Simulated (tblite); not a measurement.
Compound: C4H7N3Si.
Atom-mapped SMILES: `[CH2:1]=[CH:2][c:3]1[n:4][nH:5][n:6][c:7]1[SiH3:8]` (hydrogens: H9, H10 on C1; H11 on C2; H12 on N5; H13, H14, H15 on Si8)

Structure used (GFN2-xTB), in Å, numbered top down from 1:
```
atom  x, y, z in Å
C1     2.7147   -0.0329   -0.3316
C2     1.4805   -0.3942   -0.0032
C3     0.3203    0.4378   -0.2128
N4     0.3520    1.6625   -0.7329
N5    -0.9032    2.0463   -0.7432
N6    -1.7646    1.1722   -0.2725
C7    -1.0346    0.1228    0.0828
Si8   -1.8006   -1.4222    0.8105
H9     2.9057    0.9268   -0.7806
H10    3.5600   -0.6780   -0.1636
H11    1.2714   -1.3556    0.4480
H12   -1.1843    2.9510   -1.0912
H13   -1.2155   -1.6467    2.1366
H14   -3.2437   -1.2305    0.8945
H15   -1.4625   -2.5513   -0.0625
```

Calculated harmonic vibrations of the isolated species, GFN2-xTB (tblite), most abundant isotopes, no scaling. Against measured fundamentals such values can be off by several per cent, at times by over 20. Modes of hydrogen on silicon can be 10 to 20 % off. One conformer, not necessarily the lowest.

Harmonic wavenumbers (cm⁻¹): 67.8, 88.1, 124.0, 164.9, 225.1, 260.6, 425.9, 484.3, 537.8, 555.6, 577.3, 615.5, 680.9, 701.9, 747.8, 772.3, 779.8, 793.7, 892.7, 967.7, 1013.0, 1028.8, 1085.3, 1135.6, 1206.5, 1276.7, 1326.2, 1344.7, 1381.0, 1457.3, 1499.0, 1673.4, 2236.8, 2241.9, 2314.8, 3057.8, 3107.7, 3140.2, 3435.1.

A = 2390, B = 1524, C = 940.5 MHz; mass 125.041 u (most abundant isotopes); point group Cs, symmetry number 1.

Problem. What is the zero-point energy?

Solution. ½Σν̃ = 22713 cm⁻¹ = 271.70 kJ/mol.

Problem. What is S at 350 K and 1 bar for an ideal gas of classical rigid rotors and harmonic oscillators?

Solution. Translation 172.41, rotation 123.04, vibration 114.63: S = 410.1 J/(mol K).

Problem. And Cp and H(350 K) − H(0)?

Solution. Cp = 160.69 J/(mol K), of which vibrations give 127.44 (their classical limit is 39 R = 324.3); H(350 K) − H(0) = 33.39 kJ/mol without the zero-point energy, 21.75 from vibrations.

Problem. What must be added to the electronic energy to get the Gibbs energy at 350 K and 1 bar?

Solution. ZPE + [H(350 K) − H(0)] − T·S = 271.70 + 33.39 − 143.53 = 161.56 kJ/mol.

Problem. How do the functions run with temperature in this model?

Solution. 
```tsv
T (K)	S (J/(mol K))	Cp (J/(mol K))	H − H(0) (kJ/mol)	G − H(0) (kJ/mol)	ln q(vib)
100	279.6	68.4	4.94	-23.01	1.15
200	337.3	103.6	13.47	-53.98	3.17
300	386.7	142.6	25.80	-90.22	5.25
500	475.3	205.5	61.03	-176.64	9.53
800	585.3	261.2	131.89	-336.38	15.73
1000	646.2	283.9	186.54	-459.67	19.55
```

q(vib) and H(0) count from the zero-point level.

Problem. Blend soft modes into free rotors: weight 1/[1 + (100 cm⁻¹/ν̃)⁴] for the oscillator and the rest for a rotor with moment μB/(μ + B), μ = h/(8π²ν), B = 10⁻⁴⁴ kg m². What vibrational entropy results?

Solution. 107.65 J/(mol K) in place of 114.63, which changes −T·S at 350 K by +2.44 kJ/mol.

Hindered rotation and anharmonicity are outside this model. Other conformers, if any are populated, would add a mixing term that is left out.
